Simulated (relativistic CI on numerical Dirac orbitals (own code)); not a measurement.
Calculated at this level of theory: Dirac-Coulomb-Breit CI, KLI orbitals optimised for each configuration, model QED, unscaled Slater integrals (own radial code, finite nucleus).

The strongest absorption lines from the ground level of an ion, among the configurations computed and to levels below about 17900 eV (vacuum wavelength in Å, gf): 0.6937 (0.042), 0.6979 (0.026), 0.7679 (0.096), 0.7781 (0.064), 0.9984 (0.34), 1.0408 (0.27), 6.5204 (0.27), 61.006 (0.012).

Task: Which ion is it?
A. Os LXXIV
B. Yb LXVIII
C. Os LXXII
D. Os LXXVI

Result: A. Os LXXIV has 3 electrons and the ground level 2s ²S1/2; the strongest line goes to 3p ²P°3/2. The pattern of lines fixes the number of electrons, and along that sequence the line energies rise steadily with the charge (about as its square where n changes within one kind of shell, about linearly where n is kept but much faster in heavy ions where fine structure, which grows about as Z⁴, sets the gap, and irregularly where shells cross), which fixes Z. Configurations outside the model, such as inner-shell arrays, can give stronger lines. At this charge energies of transitions that change n are usually good to better than 1 %, and those within a shell (Δn = 0) to a few per cent.
